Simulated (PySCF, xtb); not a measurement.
C2H7OSi, SMILES [O][SiH](C)C (connectivity only; charge and spin as stated), charge -1, multiplicity 1.

Harmonic wavenumbers (cm⁻¹) from GFN2-xTB run with xtb at its own minimum, in rising order: 97, 110, 195, 264, 295, 638, 674, 686, 733, 782, 803, 828, 831, 1257, 1373, 1376, 1538, 1541, 1549, 1555, 1834, 2976, 2982, 2984, 2989, 3001, 3003.

Task: What does B3LYP-D3(BJ)/def2-SVPD (PySCF) give at its own minimum? (The exact figures need the calculation; the answer reports its results.)

Result: 141, 164, 206, 255, 287, 583, 586, 611, 719, 722, 802, 880, 887, 1057, 1201, 1206, 1416, 1419, 1421, 1433, 1938, 2979, 2982, 3055, 3059, 3070, 3071. Paired by order, the mean absolute difference is 72 cm⁻¹ and the zero-point energies are 52.7 and 51.7 kcal/mol.
